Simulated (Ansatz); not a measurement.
FGeH5OSi2 (`F[Si@H]1[O][Ge@H]1[SiH3]`), relaxed with RKS PBE-D4/def2-SVP in the Gaussian-basis code of Ansatz from a rough embedded geometry. The force threshold is 0.03 eV/Å; the program also tests the step.

The species carries charge 0 and has multiplicity 1.

Start:

```xyz
10

F     2.512    0.164    0.799
Si    1.392   -0.926    1.229
O    -0.003   -0.090    1.723
Ge   -0.678   -0.753    0.091
Si   -0.759    1.083   -1.348
H     1.696   -2.054    2.117
H    -1.847   -1.676    0.362
H     0.571    1.623   -1.552
H    -1.238    0.559   -2.634
H    -1.645    2.071   -0.788
```

Question: How much energy does the relaxation release, and in how many steps? (Best estimate.)

Answer: The calculation gave: 9.57 kcal/mol, in 9 steps, 2 of them rejected.

Question: Which bonds change most? (Estimate.)

Answer: Ansatz gave: O3–Ge4 from 1.885 to 1.976 Å; Si2–Ge4 from 2.368 to 2.290 Å; Si5–H10 from 1.440 to 1.504 Å; Ge4–Si5 from 2.334 to 2.393 Å.

Question: Give the relaxed structure. (Best estimate.)

Answer: Computed: 
```xyz
10

F     2.747   -0.199    0.936
Si    1.354   -0.955    1.333
O     0.070    0.021    1.739
Ge   -0.516   -0.768    0.024
Si   -0.851    1.103   -1.429
H     1.736   -2.067    2.258
H    -1.800   -1.598    0.329
H     0.465    1.809   -1.586
H    -1.334    0.620   -2.770
H    -1.870    2.035   -0.834
```
